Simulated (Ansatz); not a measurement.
Cd(NH2)2 (CdN2H4). The state is a singlet with charge 0. Geometry r2SCAN-D4/def2-TZVP, basis def2-TZVP, Ansatz.

Cartesian coordinates in Å:
```
Cd -0.0177 -0.0031 -0.0745
N 1.9041 -0.0597 -0.6590
H 2.5323 0.2404 0.0807
H 2.1950 -1.0011 -0.9079
N -1.9993 0.0409 0.2562
H -2.3897 0.9630 0.0828
H -2.2246 -0.1804 1.2218
```

```json
{"run": "A", "HOMO (eV)": "-5.64", "LUMO (eV)": "-1.11"}
{"run": "B", "HOMO (eV)": "-5.29", "LUMO (eV)": "-1.43"}
{"run": "C", "HOMO (eV)": "-7.91", "LUMO (eV)": "0.00"}
{"run": "D", "HOMO (eV)": "-5.40", "LUMO (eV)": "-1.42"}
{"run": "E", "HOMO (eV)": "-5.63", "LUMO (eV)": "-1.61"}
{"run": "F", "HOMO (eV)": "-8.10", "LUMO (eV)": "0.17"}
```

In the def2 sets Cd takes a core potential; there is no spin–orbit coupling.

**Question.** The runs used BHLYP, BLYP, CAM-B3LYP, LDA (SPW92), PBE, r2SCAN. Estimate which is which.

**Answer.** A r2SCAN (0 % exact exchange); B BLYP (0 % exact exchange); C BHLYP (50 % exact exchange); D PBE (0 % exact exchange); E LDA (SPW92) (0 % exact exchange); F CAM-B3LYP (range-separated). Exact exchange lowers occupied and raises empty levels; among semilocal functionals meta-GGAs tend to open the gap a little, and such runs are hard to tell apart. The gap grows from 3.86 eV (BLYP) to 8.27 eV (CAM-B3LYP).
